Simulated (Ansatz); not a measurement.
System: disilylmethane, CH8Si2, charge 0, multiplicity 1. 
Geometry from a B3LYP-D3(BJ)/def2-TZVP (Ansatz, a program for electronic structure) optimisation:
```xyz
11

Si     1.4283     0.7034     0.0268
C      0.2217    -0.7262    -0.1266
Si    -1.5873    -0.2647     0.0686
H      2.8264     0.2399    -0.1468
H      1.1407     1.7279    -1.0056
H      1.3045     1.3351     1.3624
H      0.4742    -1.4799     0.6253
H      0.3593    -1.1975    -1.1045
H     -1.9776     0.7208    -0.9679
H     -1.8194     0.3398     1.4023
H     -2.4578    -1.4581    -0.0652
```
Charge 0, spin multiplicity 1.

CCSD(T) with Ansatz in growing basis sets, 20 correlated electrons. Correlated levels leave the core frozen unless marked. Open shells are spin-unrestricted. Spin-orbit coupling is left out. Non-relativistic. Costs are ratios of core time to the smallest set, on shared machines of one kind, and rough; they hold the program's checks for lower states.

```
basis        functions  cost over smallest  E(corr) (Eh)  electronic atomisation energy (kcal/mol)
-----------  ---------  ------------------  ------------  ----------------------------------------
cc-pV(D+d)Z        100                  1×       -0.4311                                     780.9
cc-pV(T+d)Z        220                 10×             ?                                         ?
```

Task: What does the step to cc-pV(T+d)Z buy, and how does its cost grow by formal scaling?

Result: Formally CCSD grows as o²v⁴ and (T) as o³v⁴; with o = 10 and v going from 79 to 199 both grow 40-fold in the last step, while integrals and the mean field grow more slowly. That step adds 83.5 mEh of correlation energy and 39.9 kcal/mol to the atomisation energy. Row: E(corr) (Eh) -0.5146, electronic atomisation energy (kcal/mol) 820.8.
